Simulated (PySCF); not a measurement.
# How methods differ on the ionisation energy of Ta³³⁺

Ta³³⁺ [Kr] 4d4 (5D) → Ta³⁴⁺ [Kr] 4d3 (4F), as a difference of total energies. All numbers are calculated (PySCF 2.14, the spin-free X2C one-electron Hamiltonian (Gaussian nucleus), in an uncontracted even-tempered set (19 s from 3 bohr⁻², ratio 2.5; 14 p from 3.9 bohr⁻², ratio 2.5; 9 d from 3.9 bohr⁻², ratio 2.5; 4 f from 17 bohr⁻², ratio 2.7; 3 g from 25 bohr⁻², ratio 2.7)). The calculations carry no spin-orbit coupling.

| method | ionisation energy (eV) |
| --- | --- |
| UHF | 1375.8 |
| TPSSh | 1376.5 |
| TPSS | 1376.4 |

Spin-orbit coupling is strong in these open shells (close to jj coupling). The scalar numbers leave it out and a first-order estimate fails, so it can dominate the gap to the real levels.

Breit and QED terms and the two-electron picture change are absent.

For comparison: 1382 ± 5 eV (theoretical estimate listed by NIST; NIST Atomic Spectra Database, ionization energies).
